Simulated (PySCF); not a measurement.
CH₃Cl₃Sn, charge +1, doublet, at a GFN2-xTB geometry (such geometries of metal compounds can be far from the true shape) (a state made from the parent by changing its charge; the spin is typed, not shown lowest) (all electrons, no relativity).

Here is a job for PySCF.
```python
from pyscf import gto, scf, dft

mol = gto.M(
    atom='''
C    -2.428949   -0.349516    0.105120
Sn   -0.112564   -0.016198    0.004872
Cl    0.696933   -1.410273   -1.669274
Cl    0.224163    2.228412   -0.494969
Cl    0.740126   -0.579096    2.092349
H    -2.522982   -1.394042    0.382094
H    -2.753346    0.352361    0.865862
H    -2.762509   -0.115074   -0.900050
''',
    basis='3-21g',
    charge=1,
    spin=1,
    verbose=4,
)

mf = dft.UKS(mol)
mf.xc = 'tpss'
mf.kernel()
```

Q: Give the total energy at the level PySCF with TPSS/3-21G.

A: -201690.3234 eV

Q: Predict the <S^2> from TPSS/3-21G.

A: 0.756

Q: Predict the nuclear repulsion energy from TPSS/3-21G.

A: 868.7089 Eh

Q: What number of basis functions does TPSS/3-21G give?

A: 85

Q: Predict the HOMO energy from TPSS/3-21G.

A: -13.36 eV

Q: Predict the Mulliken (on the basis functions themselves) charges in atom order from TPSS/3-21G.

A: C1 -0.80, Sn2 1.29, Cl3 -0.16, Cl4 -0.16, Cl5 -0.16, H6 0.33, H7 0.33, H8 0.33

These values belong to the state on which the SCF converged, which isn't shown to be the lowest.
